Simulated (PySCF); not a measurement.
**A small calculation by hand: entropy of an ideal gas**

Sn(OH)(SH) (H₂OSSn), SMILES [OH][Sn][SH] (connectivity only; charge and spin as stated), neutral, multiplicity 1.

Coordinates come from a PBE0-D3(BJ)/def2-TZVP optimisation. The def2 effective core potentials stand for the cores of Sn; spin–orbit coupling is left out. Other conformers were not sampled.

PBE0-D3(BJ)/def2-TZVP (PySCF) gives the harmonic wavenumbers 153, 255, 328, 398, 604, 616, 757, 2711, 3878 cm⁻¹ and the rotational temperatures 0.4146, 0.1447, 0.1072 K. The molar mass is 168.79 g/mol, the symmetry number 1, the spin multiplicity 1.

Question: Work out the entropy at 298.15 K and 1 atm in the rigid-rotor, harmonic-oscillator model.

Answer: 
Translation (Sackur–Tetrode at 1 atm): S = R[1.5 ln M + 2.5 ln T − 1.16487] = 172.7 J/(mol K).
Rotation: q = (√π/σ) T^1.5/√(θA θB θC) = 114000, S = R[ln q + 3/2] = 109.3 J/(mol K).
Vibration: with u = 1.4388 ν/T, each mode gives R[u/(e^u − 1) − ln(1 − e^−u)]:
```
ν (cm⁻¹)  modes     u  S (J/(mol K))
--------  -----  ----  -------------
153           1  0.74          11.02
255           1  1.23           7.10
328           1  1.58           5.31
398           1  1.92           4.06
604           1  2.91           1.85
616           1  2.97           1.77
757           1  3.65           1.03
```
The stiffer modes add less than 0.005 each. Sum 32.1 J/(mol K).
Spin: R ln 1 = 0.0 J/(mol K).
Total 314.1 J/(mol K); the program's own thermochemistry gives 314.1. Translation makes up 55 % and vibration 10 %. Anharmonicity, hindered rotation and orbital degeneracy are left out.
